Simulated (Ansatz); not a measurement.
Energy needed to pull apart AlGeH$_{4}$Cl (SMILES [AlH2][GeH2][Cl]), singlet, into free ground-state atoms, from the structure below (displaced at random from a GFN2-xTB minimum); no zero-point or spin–orbit terms; open-shell atoms are treated unrestricted, in their ground-state multiplicity.

```
7
angstrom
Al -1.0791 0.2618 -1.0141
Ge 0.7564 -0.6104 0.5240
Cl 0.3525 -1.3177 2.4757
H -2.1944 -0.5997 -1.7699
H -1.1126 1.7652 -0.6785
H 2.3537 -0.7958 0.4639
H 0.8726 1.0125 0.7625
```

Ansatz 0.2.0; basis: def2-TZVPP; cores frozen in the correlated methods. Filled d shells of the heavier atoms are correlated. The def2 sets are not built for correlating such inner shells, so the correlated values are less sure here. B3LYP uses VWN-RPA correlation.

```json
{"method": "PBE-D4", "atomization energy (kcal/mol)": "?"}
{"method": "r2SCAN-D4", "atomization energy (kcal/mol)": "394.9"}
{"method": "PBE0-D4", "atomization energy (kcal/mol)": "386.1"}
{"method": "B3LYP-D4", "atomization energy (kcal/mol)": "388.2"}
{"method": "r2SCAN0-D4", "atomization energy (kcal/mol)": "390.2"}
{"method": "wB97M-V", "atomization energy (kcal/mol)": "390.7"}
{"method": "HF", "atomization energy (kcal/mol)": "?"}
{"method": "MP2", "atomization energy (kcal/mol)": "381.4"}
{"method": "CCSD", "atomization energy (kcal/mol)": "379.8"}
{"method": "CCSD(T)", "atomization energy (kcal/mol)": "384.9"}
```

(1) What does HF give? (To be estimated.)

(2) What does PBE-D4 give? (Judge from chemistry; the value comes from the calculation.)

The T1 diagnostic stays at or below 0.012.

Answers

(1) By the calculation: 285.2 kcal/mol, which is about 99.7 kcal/mol less than CCSD(T)/def2-TZVPP.

(2) By the calculation: 387.8 kcal/mol, which is about 2.9 kcal/mol more than CCSD(T)/def2-TZVPP.

In triple zeta the MP2 and coupled-cluster atomization energies are still short of their basis limit by a few kcal/mol a bond, whereas those of the functionals are nearly converged, so these differences are not deviations from converged CCSD(T).

For scale, one of the runs: CCSD(T)/def2-TZVPP forces, 188 basis functions (an equivalent command: `ansatz run in.yaml --threads 4`). The run took 3.5 min on 4 CPU threads (shared host), with 3.3 GiB of host memory at its peak.
